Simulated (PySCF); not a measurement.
CH₂ClF₃Si, SMILES FC([SiH2]Cl)(F)F (PBE0/def2-SVP optimised geometry):

```
8

Si    -0.999    -0.090     0.000
Cl    -1.657    -1.042    -1.698
C      0.933    -0.090     0.000
F      1.447     0.548    -1.056
F      1.442    -1.325     0.015
F      1.370     0.540     1.104
H     -1.447     1.325     0.000
H     -1.444    -0.830     1.207
```

Calculation: PySCF with PBE0/def2-TZVP.

**Question.** What are the frontier orbital energies and the dipole moment?

**Answer.** HOMO-2 -10.54 eV, HOMO-1 -9.54 eV, HOMO -9.34 eV, LUMO -0.43 eV, LUMO+1 0.35 eV; dipole moment 1.78 D.

On the same geometry PBE/def2-TZVP (PySCF) gives HOMO-2 -8.94 eV, HOMO-1 -8.11 eV, HOMO -7.84 eV, LUMO -1.33 eV, LUMO+1 -0.48 eV; dipole moment 1.57 D.

Meta-Löwdin charges at PBE0/def2-TZVP: Si1 0.65, Cl2 -0.27, C3 0.57, F4 -0.27, F5 -0.27, F6 -0.27, H7 -0.07, H8 -0.07.
